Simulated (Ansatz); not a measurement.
The lowest doublet and quartet of C2H3 (SMILES [C]C); geometries from B3LYP-D3(BJ)/def2-TZVP, each state relaxed from the structure named, with no frequency check.
Doublet (charge 0, multiplicity 2):
```xyz
5

C      0.887     0.196     0.222
C     -0.469    -0.141    -0.104
H     -0.624    -0.889    -0.894
H     -0.714     0.851    -0.551
H     -1.165    -0.289     0.734
```
Quartet (charge 0, multiplicity 4):
```csv
atom,x (Å),y (Å),z (Å)
C,0.9272,0.0982,0.2719
C,-0.4973,-0.0527,-0.1459
H,-0.5959,-0.8670,-0.8717
H,-0.8579,0.8731,-0.6070
H,-1.1257,-0.2794,0.7222
```

A positive gap puts the quartet lower; no zero-point energy. U- takes an unrestricted doublet. The quartet is unrestricted in single-reference levels. Active spaces average the two states.

Correlated levels freeze the cores.

Programs: Ansatz (Gaussian basis) for Hartree–Fock, density functionals and correlated methods. 

Task: Give the gap E(doublet) − E(quartet), adiabatic at the level U-B3LYP/def2-TZVPP.

Result: -35.4 kcal/mol

Ansatz is a quantum-chemistry and plane-wave program.
